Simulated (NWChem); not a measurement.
Species: CH6MgSSi; SMILES C[S][Mg][SiH3]

```xyz
10

Mg     0.2291     0.3581    -0.0002
S      0.6109    -1.9258     0.0001
C     -1.0587    -2.6807     0.0000
H     -0.9188    -3.7705     0.0004
H     -1.6359    -2.4157    -0.8972
H     -1.6363    -2.4150     0.8968
Si    -0.1038     2.9111     0.0000
H     -0.9151     3.3881     1.1705
H     -0.8113     3.4026    -1.2302
H      1.1987     3.6562     0.0610
```
Atoms are numbered in this order, from 1.

All runs: NWChem. Geometry: optimised at PBE0/def2-SVP.

For level PBE0/STO-3G:

* **highest occupied level (eV)**: -2.02
* **orbital gap (eV)**: 6.63
* **dipole (D)**: 0.42

### Question
What are these values for level PBE0/3-21G?

### Answer
highest occupied level (eV): -6.47
orbital gap (eV): 5.27
dipole (D): 1.73
